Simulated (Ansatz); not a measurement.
CH₄F₂OSeTi, SMILES `C[Se][Ti]([OH])([F])[F]` at its PBE0-D4/def2-TZVP geometry, where that method's forces vanish. Charge 0, multiplicity 1.

```xyz
10

C    -0.9418    1.5394   -0.8187
Se   -1.4482   -0.3025   -0.3494
Ti    0.6979   -0.7996    0.6028
O     0.5876   -2.4770    1.1339
F     1.9050   -0.5279   -0.6460
F     0.9919    0.3198    1.9288
H    -0.1168    1.5318   -1.5282
H    -0.6758    2.0952    0.0782
H    -1.8173    1.9917   -1.2808
H     0.8176   -3.3710    0.8792
```

(1) What forces (eV/Å) does r2SCAN-D4/def2-TZVPP give on these atoms in the Gaussian-basis code of Ansatz? (Best estimate.)

## Answers

(1) The calculation gave: 
```
C1   0.047  0.169 -0.041
Se2 -0.167 -0.116 -0.021
Ti3 -0.113  0.078 -0.109
O4  -0.044 -0.312  0.164
F5   0.195  0.058 -0.200
F6   0.053  0.190  0.222
H7  -0.015 -0.001  0.017
H8  -0.002 -0.012 -0.017
H9   0.022 -0.010  0.012
H10  0.024 -0.043 -0.026
```
